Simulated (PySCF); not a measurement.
BH3N, SMILES B[NH] (connectivity only; charge and spin as stated), charge -1, multiplicity 1.

Geometry: PBE0-D3(BJ)/def2-TZVPD. The spin state was assumed, not searched. The isomer is the one that the SMILES or the coordinates give; other isomers of the formula were not compared.

Level of theory: r2SCAN/def2-TZVPD (PySCF).

Isolated molecule, no solvent. A positive occupied level means that this level leaves the electron formally unbound; only the finite basis holds it.

Computed frontier levels, gap, dipole moment and polarisability:
```json
{
 "highest_occupied_level": "0.67 eV",
 "lowest_empty_level": "4.48 eV",
 "orbital_gap": "3.81 eV",
 "dipole_moment_about_the_centre_of_nuclear_charge": "1.35 D",
 "mean_static_polarisability": "44.7 bohr³ (6.63 Å³)",
 "polarisability_principal_values": "37.7, 43.2, 53.2 bohr³"
}
```
